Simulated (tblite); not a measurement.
Isomers of C2H8PSi2 (doublet state). Computed with GFN2-xTB (tblite): harmonic, unscaled wavenumbers at the GFN2-xTB geometry, gas phase. The method is semi-empirical: single wavenumbers can be off by several per cent or more. Modes of hydrogen on phosphorus and silicon can be 10 to 20 % off. One conformer each. Open shells enter through the occupations alone, without spin polarisation, and single modes of such species can be off by tens of per cent.

Electronic energies: GFN2-xTB at the same geometries; isomer energies are rough at this level and their order can be wrong.

```
             SMILES  electronic energy, lowest = 0 (kJ/mol)
 C=[C][SiH2][SiH2]P                                    93.3
    C=C[SiH][SiH2]P                                    11.5
C=C[SiH2][SiH2][PH]                                     0.0
```

Question: How do GFN2-xTB zero-point energies change the relative energies?

Answer: 
| SMILES | ZPE (kJ/mol) | of it from modes above 1550 cm⁻¹ | electronic (kJ/mol) | with ZPE, lowest = 0 (kJ/mol) | lowest mode (cm⁻¹) | rings |
| --- | --- | --- | --- | --- | --- | --- |
| C=C[SiH2][SiH2][PH] | 214.0 | 131.2 | 0.0 | 0.0 | 5 | 0 |
| C=C[SiH][SiH2]P | 216.7 | 131.4 | 11.5 | 14.1 | 33 | 0 |
| C=[C][SiH2][SiH2]P | 203.4 | 126.1 | 93.3 | 82.8 | 11 | 0 |

The zero-point energies span 13.3 kJ/mol, from `C=[C][SiH2][SiH2]P` to `C=C[SiH][SiH2]P`. The order is unchanged.
